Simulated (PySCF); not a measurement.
These 3 structures share the formula C4H3IS. Computed, not measured: PBE0-D3(BJ)/def2-SVP geometry optimisation, gas phase, def2 core potentials past Kr in PySCF 2.14.0. Energies are electronic, without zero-point or thermal terms, for one conformer each. No frequencies were run at this level. Point groups hold within 0.08 Å.

Question: Order them by energy at this level, lowest first, and give relative energies in kJ/mol.
A. 3-iodothiophene, `Ic1ccsc1`
B. `[S:1]=[C:2]=[CH:3]/[CH:4]=[CH:5]/[I:6]` with C2–C3–C4–C5 180°
C. `Ic1cccs1`

Answer: A (0.0), C (6.0), B (156.4).

As drawn, the lowest has an aromatic ring, which the highest lacks; the highest has cumulated double bonds, a C=S bond and a C=C bond outside aromatic rings, which the lowest lacks. Neighbours under 10 kJ/mol apart (Ic1ccsc1 and Ic1cccs1) can change places with a better method, another conformer or zero-point energy.

```csv
SMILES,E (Eh),E rel (kJ/mol),dipole (D),point group,"A, B, C (MHz)"
Ic1ccsc1,-849.56934,0.0,1.05,Cs,"7083, 694.4, 632.4"
Ic1cccs1,-849.56707,6.0,1.21,Cs,"5411, 835.4, 723.7"
S=C=C/C=C/I,-849.50978,156.4,1.13,Cs,"14010, 340.5, 332.4"
```

Q: As an exercise, what shares would exp(−E/RT) give at 500 K from these electronic energies alone (no entropy, no degeneracies)?

A: RT = 4.157 kJ/mol: Ic1ccsc1 80.8 %, Ic1cccs1 19.2 %, S=C=C/C=C/I under 0.1 %.
